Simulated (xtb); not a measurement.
C$_{2}$H$_{6}$Zn, charge -1, doublet, from a rough starting geometry (GFN-xTB shapes and energies of metal compounds can be far from the true ones) (a state made from the parent by changing its charge; the spin is typed, not shown lowest); GFN2-xTB (xtb).

xtb was given this input:
```
$ xtb mol.xyz --gfn 2 --chrg -1 --uhf 1 --opt vtight --json

# file mol.xyz
9

Zn    -0.01701550    -0.01820846     0.00025729
C      1.52595318     0.21995401    -1.27772873
H      2.29207620    -0.53812030    -1.15878088
H      2.12037938     1.11565947    -1.08440317
H      1.22762481     0.27875533    -2.29684890
C     -1.60138786    -0.22548734     1.25749602
H     -2.11718209    -1.12248995     1.02770786
H     -2.30067724     0.61382905     1.18034775
H     -1.24729091    -0.24768852     2.31471721
```

Output, abridged:

```
   ID    Z sym.   atoms
    1   30 Zn     1
    2    6 C      2, 6
    3    1 H      3-5, 7-9

           -------------------------------------------------
          |                Calculation Setup                |
           -------------------------------------------------

           -------------------------------------------------
          |                 G F N 2 - x T B                 |
           -------------------------------------------------

          ...................................................
          :                      SETUP                      :
          :.................................................:
          :  # basis functions                  18          :
          :  # atomic orbitals                  18          :
          :  # shells                           12          :
          :  # electrons                        17          :
          :  max. iterations                   250          :
          :  Hamiltonian                  GFN2-xTB          :
          :  restarted?                      false          :
          :  GBSA solvation                  false          :
          :  PC potential                    false          :
          :  electronic temp.          300.0000000     K    :
          :  accuracy                    1.0000000          :
          :  -> integral cutoff          0.2500000E+02      :
          :  -> integral neglect         0.1000000E-07      :
          :  -> SCF convergence          0.1000000E-05 Eh   :
          :  -> wf. convergence          0.1000000E-03 e    :
          :  Broyden damping             0.4000000          :
          :  net charge                         -1          :
          :  unpaired electrons                  1          :
          ...................................................

 iter      E             dE          RMSdq      gap      omega  full diag
   1     -7.9208138 -0.792081E+01  0.398E+00    0.91       0.0  T
   2     -7.9766153 -0.558015E-01  0.292E+00    2.48       1.0  T
   3     -7.9820595 -0.544412E-02  0.154E+00    2.35       1.0  T
   4     -7.9825936 -0.534089E-03  0.249E-01    2.47       1.0  T
   5     -7.9826229 -0.292991E-04  0.131E-01    2.53       1.0  T
   6     -7.9826337 -0.108572E-04  0.521E-02    2.52       1.0  T
   7     -7.9826339 -0.154869E-06  0.469E-03    2.51       7.1  T
   8     -7.9826340 -0.996255E-07  0.104E-03    2.51      32.1  T
   9     -7.9826340 -0.117761E-08  0.703E-04    2.51      47.4  T
  10     -7.9826340 -0.172330E-08  0.135E-04    2.51     246.4  T

   *** convergence criteria satisfied after 10 iterations ***

         :::::::::::::::::::::::::::::::::::::::::::::::::::::
         ::                     SUMMARY                     ::
         :::::::::::::::::::::::::::::::::::::::::::::::::::::
         :: total energy              -7.870034213904 Eh    ::
         :: gradient norm              0.096784380886 Eh/a0 ::
         :: HOMO-LUMO gap              2.514453219254 eV    ::
         ::.................................................::
         :: SCC energy                -7.982632522651 Eh    ::
         :: -> isotropic ES            0.138724411404 Eh    ::
         :: -> anisotropic ES          0.009104193897 Eh    ::
         :: -> anisotropic XC          0.003441014441 Eh    ::
         :: -> dispersion             -0.004128930047 Eh    ::
         :: repulsion energy           0.112598308747 Eh    ::
         :: add. restraining           0.000000000000 Eh    ::
         :: total charge              -1.000000000000 e     ::
         :::::::::::::::::::::::::::::::::::::::::::::::::::::

      -----------------------------------------------------------
     |                   =====================                   |
     |                        A N C O P T                        |
     |                   =====================                   |
     |               Approximate Normal Coordinate               |
[...]
 * total energy  :    -7.9505830 Eh     change       -0.8275396E-04 Eh
 * total energy  :    -7.9506363 Eh     change       -0.5324265E-04 Eh
 * total energy  :    -7.9506485 Eh     change       -0.1229024E-04 Eh
 * total energy  :    -7.9506644 Eh     change       -0.1581242E-04 Eh
 * total energy  :    -7.9506638 Eh     change        0.5977074E-06 Eh
 * total energy  :    -7.9506696 Eh     change       -0.5830345E-05 Eh
 * total energy  :    -7.9506719 Eh     change       -0.2355871E-05 Eh
 * total energy  :    -7.9506735 Eh     change       -0.1511380E-05 Eh
 * total energy  :    -7.9506759 Eh     change       -0.2451864E-05 Eh
 * total energy  :    -7.9506759 Eh     change        0.1223134E-07 Eh
 * total energy  :    -7.9506763 Eh     change       -0.3740958E-06 Eh
 * total energy  :    -7.9506763 Eh     change       -0.6583721E-07 Eh
   *** GEOMETRY OPTIMIZATION CONVERGED AFTER 25 ITERATIONS ***
         :: total energy              -7.950676340648 Eh    ::
[...]
         3        2.0000           -0.2421608              -6.5895
         4        2.0000           -0.2416107              -6.5746
         5        2.0000           -0.2401767              -6.5355
         6        2.0000           -0.2392646              -6.5107
         7        2.0000           -0.1688974              -4.5959
         8        2.0000           -0.1201934              -3.2706
         9        1.0000           -0.0495894              -1.3494 (HOMO)
        10                          0.1393991               3.7932 (LUMO)
        11                          0.2486902               6.7672
        12                          0.3150701               8.5735
        13                          0.4084046              11.1133
        14                          0.4096385              11.1468
        15                          0.4126671              11.2292
        16                          0.4144621              11.2781
        17                          0.4356681              11.8551
        18                          0.5007151              13.6252
      -------------------------------------------------------------
                  HL-Gap            0.1889885 Eh            5.1426 eV
             Fermi-level           -0.0199933 Eh           -0.5440 eV

     #   Z          covCN         q      C6AA      α(0)
     1  30 Zn       0.851     0.033   250.018    36.369
     2   6 C        3.196    -0.233    33.621     9.453
     3   1 H        0.923    -0.099     5.527     3.677
     4   1 H        0.923    -0.091     5.258     3.586
     5   1 H        0.923    -0.093     5.326     3.609
     6   6 C        3.195    -0.234    33.639     9.456
     7   1 H        0.923    -0.098     5.495     3.666
     8   1 H        0.924    -0.087     5.130     3.542
     9   1 H        0.923    -0.097     5.474     3.659

 Mol. C6AA /au·bohr⁶  :       1664.076586
 Mol. C8AA /au·bohr⁸  :      61056.819183
 Mol. α(0) /au        :         77.015356

Wiberg/Mayer (AO) data.
largest (>0.10) Wiberg bond orders for each atom

 ---------------------------------------------------------------------------
     #   Z sym  total        # sym  WBO       # sym  WBO       # sym  WBO
 ---------------------------------------------------------------------------
     1  30 Zn   1.171 --     6 C    0.562     2 C    0.561
     2   6 C    3.615 --     3 H    0.983     4 H    0.980     5 H    0.980
                             1 Zn   0.561     6 C    0.106
     3   1 H    0.990 --     2 C    0.983
     4   1 H    0.992 --     2 C    0.980
     5   1 H    0.991 --     2 C    0.980
     6   6 C    3.616 --     7 H    0.981     8 H    0.981     9 H    0.981
                             1 Zn   0.562     2 C    0.106
     7   1 H    0.990 --     6 C    0.981
     8   1 H    0.992 --     6 C    0.981
     9   1 H    0.990 --     6 C    0.981
 ---------------------------------------------------------------------------

Topologies differ in total number of bonds
Writing topology from bond orders to xtbtopo.mol

molecular dipole:
                 x           y           z       tot (Debye)
 q only:        0.123      -0.281       0.078
   full:       -0.147       0.452      -0.117       1.245
molecular quadrupole (traceless):
                xx          xy          yy          xz          yz          zz
 q only:       -7.383      -2.591       9.051      13.074       1.725      -1.668
  q+dip:       -4.999      -1.177       5.527       9.579       1.825      -0.527
   full:       -5.406      -0.871       5.573      10.981       2.504      -0.168

optimized geometry written to: xtbopt.xyz

           -------------------------------------------------
          | TOTAL ENERGY               -7.950676340648 Eh   |
          | GRADIENT NORM               0.000064882892 Eh/α |
          | HOMO-LUMO GAP               5.142639958712 eV   |
           -------------------------------------------------

normal termination of xtb
```
